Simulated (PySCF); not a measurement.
**One molecule, many inputs**

Molecule: `C(#N)C1=CC=C[C-]1Cl`, [C$_{6}$H$_{3}$ClN]-; geometry GFN2-xTB.

Molfile (atoms numbered from 1):
```
C6H3ClN
     RDKit          3D

 11 11  0  0  0  0  0  0  0  0999 V2000
    3.2552   -0.7736    0.3026 N   0  0  0  0  0  0  0  0  0  0  0  0
    2.1333   -0.5040    0.1979 C   0  0  0  0  0  0  0  0  0  0  0  0
    0.7894   -0.2135    0.0740 C   0  0  0  0  0  0  0  0  0  0  0  0
   -0.2695   -1.1536    0.0442 C   0  0  0  0  0  0  0  0  0  0  0  0
   -1.4573   -0.4668   -0.0912 C   0  0  0  0  0  0  0  0  0  0  0  0
   -1.1832    0.9107   -0.1500 C   0  0  0  0  0  0  0  0  0  0  0  0
    0.1831    1.0546   -0.0490 C   0  0  0  0  0  0  0  0  0  0  0  0
    1.0387    2.5703   -0.0719 Cl  0  0  0  0  0  0  0  0  0  0  0  0
   -0.1415   -2.2221    0.1170 H   0  0  0  0  0  0  0  0  0  0  0  0
   -2.4418   -0.9070   -0.1455 H   0  0  0  0  0  0  0  0  0  0  0  0
   -1.9009    1.7076   -0.2540 H   0  0  0  0  0  0  0  0  0  0  0  0
  1  2  3  0
  2  3  1  0
  3  4  2  0
  4  5  1  0
  5  6  2  0
  6  7  1  0
  7  8  1  0
  7  3  1  0
  4  9  1  0
  5 10  1  0
  6 11  1  0
M  CHG  1   7  -1
M  END
```

All runs: PySCF 2.14.0 with density-fitted response routines, non-relativistic, gas phase unless a solvent (IEF-PCM) is named; grid level 2, GIAOs and SCF threshold 1e-9 unless changed. The yardstick, PBE0/pcSseg-1, gives these isotropic shieldings σ (ppm, equivalent atoms averaged): N1 -24.1, C2 57.3, C7 69.8, C6 79.6, Cl8 836.7, H9 25.68, H10 26.28.

Problem. What do these inputs give? (1) PBE0/Sadlej pVTZ; aux def2-qzvpp-jkfit; (2) X3LYP/def2-SVP

Solution. 
```
run    outcome  functions  wall time    N1    C2    C7    C6    Cl8     H9    H10
  1  converged        227      100 s  -7.6  79.4  81.2  91.9  826.7  25.22  25.83
  2  converged        131       29 s   6.5  76.7  77.7  93.1  871.6  26.34  26.93
```

Times are on shared hosts with different chips, so compare them loosely.

Problem. Comment on the technical settings.

Solution. 
- Run 1: The orbital basis differs from the yardstick's, which in itself moves the values. The other auxiliary basis adds little: it changes only the density-fitting error.
